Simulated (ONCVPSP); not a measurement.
**Before and after: ONCV potential for Cs (Z = 55)**

```
Element                 : Cs (Z = 55)
Generator               : ONCVPSP 4.0.1
Type                    : optimised norm-conserving Vanderbilt (ONCV)
Functional              : PW91
Relativity              : scalar-relativistic
Frozen core             : [Xe]
Valence charge          : 1
Reference configuration : 6s1
Partial waves           : 6s: rc 4.00 bohr, ncon 4, nbas 8, qcut 1.5 1/bohr, 3 projectors, debl 0.4 Ha; p scattering state at 0.13 Ha: rc 4.00 bohr, ncon 4, nbas 9, qcut 2.3 1/bohr, 2 projectors, debl 2.3 Ha; d scattering state at 0.24 Ha: rc 4.10 bohr, ncon 4, nbas 8, qcut 2.2 1/bohr, 2 projectors, debl 3 Ha; f scattering state at 0.12 Ha: rc 3.90 bohr, ncon 5, nbas 8, qcut 3.3 1/bohr, 2 projectors, debl 1.1 Ha
Local potential         : polynomial inside 3.75 bohr (lpopt 5, dvloc0 4 Ha)
Core correction         : polynomial model core, fcfact 0.5
```

In the d channel the program set the typed energies aside and used 0.050, 3.050 Ha.

Change: s: qcut 1.1.

Cutoffs: the cutoffs (Ha) at which the residual kinetic energy of the hardest occupied pseudo-wave falls to 1 and 0.1 mHa per electron; they do not see the model core or the augmentation charge, which bear on the density cutoff. Errors are all-electron minus pseudo energies relative to the spin-unpolarised reference configuration.

Problem. Predict the effect on cutoff, ghosts and configuration errors.

Solution. The potential gets harder (0.8 Ha and 1.9 Ha → 1.0 Ha and 5.9 Ha); both files keep a bound ghost (s).

| quantity | base | changed |
| --- | --- | --- |
| cutoff, loose | 0.8 Ha | 1.0 Ha |
| cutoff, tight | 1.9 Ha | 5.9 Ha |
| bound ghosts | s | s |
| GHOST(+) flags under 300 eV | s at 230.9 eV | none |
| error for 6s0.5, meV [ΔE 1.47 eV] | -0.2 | -0.3 |
| error for 6s0 6p1, meV [ΔE 1.36 eV] | +13 | +13 |
| s: phases at 4.07 bohr within 0.05 rad from the reference energy up to (Ha; the scan ends near 5) | 1.3 | 1.4 |
| p: phases at 4.07 bohr within 0.05 rad from the reference energy up to (Ha; the scan ends near 5) | 0.5 | 0.5 |
| d: phases at 4.16 bohr within 0.05 rad from the reference energy up to (Ha; the scan ends near 5) | n/a | n/a |
| f: phases at 3.97 bohr within 0.05 rad from the reference energy up to (Ha; the scan ends near 5) | 0.2 | 0.2 |
| rms error of d²Exc/dni dnj with the model core, mHa | 1.45 | 1.43 |

Base: The cutoffs count occupied waves only; projector 2 of the f channel, the hardest unoccupied one, needs 22 Ha at the loose tolerance. Changed file: The cutoffs count occupied waves only; projector 2 of the f channel, the hardest unoccupied one, needs 22 Ha at the loose tolerance. A true bound ghost makes a file unfit for plane-wave use even where its test errors are small: the radial tests pick states by their node count and pass the ghost by.
